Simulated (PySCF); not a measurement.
A GIAO shielding run with PySCF (density fitting, non-relativistic, gas phase) on `CC(=C=S)[Si](F)(F)F`, C₃H₃F₃SSi:

```
$ OMP_NUM_THREADS=1 python probes_run.py task.json out

{"job": {"kind": "nmr", "xc": "PBE0", "basis": "pcSseg-1"}, "charge": 0, "multiplicity": 1}
C     -0.922349    -1.204570     0.132576
C     -0.382550     0.202971    -0.030473
C     -1.175301     1.231303    -0.171783
S     -2.099384     2.466571    -0.331219
Si     1.458926     0.444863    -0.038487
F      2.158760    -0.137440     1.261489
F      2.204663    -0.298715    -1.226028
F      1.913044     1.958331    -0.136315
H     -0.478135    -1.672883     1.008178
H     -2.002468    -1.185163     0.247505
H     -0.669781    -1.802599    -0.741408
```

Hardware: 1 thread of an Arm Neoverse N1, shared host. The job also computes population analyses, field gradients.

Q: How large is the calculation?

A: 78 electrons, 165 basis functions and 904 auxiliary functions.

Q: How long does it take, and how much memory does it need?

A: 43 s of wall time, with 14 SCF cycles and 5 response iterations; peak memory 0.82 GiB. Times on a shared host scatter by some tens of per cent.
